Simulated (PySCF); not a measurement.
Molecule: 1-methoxycyclopentene (C1=C(OC)CCC1, C$_{6}$H$_{10}$O).

Bonds (- single, = double, # triple, : aromatic): C1-O2, O2-C3, C3=C4, C4-C5, C5-C6, C6-C7, C7-C3. C1 carries H8, H9, H10; C4 carries H11; C5 carries H12, H13; C6 carries H14, H15; C7 carries H16, H17.

Frames of a GFN2-xTB Langevin trajectory at 300 K; GIAO PBE0/pcSseg-1 shieldings in PySCF, gas phase, non-relativistic; equivalent atoms averaged within each frame.

Referencing at the same level of theory: TMS for ¹³C (186.93 ppm) and ¹H (31.72 ppm); ¹⁷O (336.08 ppm) against H2O. The references are static minima.

Task: How do the shifts (ppm) fluctuate along the trajectory?

Result: 
```csv
time (fs),C3,C4,C1,C7,C5,C6,O2,H8/H9/H10,H11,H16/H17
optimised geometry,169.8,97.1,57.8,36.7,33.6,24.6,110.1,3.74,4.35,2.48
250,165.5,91.4,61.6,41.7,27.8,22.0,109.0,3.96,3.78,3.31
425,164.9,93.2,58.6,41.4,41.9,18.0,111.3,3.83,5.59,3.08
625,170.1,99.1,64.0,44.3,43.5,21.9,98.9,4.17,3.74,3.02
800,167.3,96.6,62.4,29.5,26.5,21.4,119.7,4.09,4.80,1.91
1000,169.5,104.1,65.6,44.6,37.7,18.1,102.5,4.58,5.66,3.80
mean of frames,167.5,96.9,62.5,40.3,35.5,20.3,108.3,4.13,4.71,3.02
standard deviation,2.3,5.0,2.6,6.2,7.9,2.1,8.1,0.29,0.93,0.69
```

5 frames give an uncertainty of the mean of about the standard deviation over 2.2 at best, since frames this close in time may not be independent; classical motion lacks zero-point vibration, and the reference would need the same averaging.
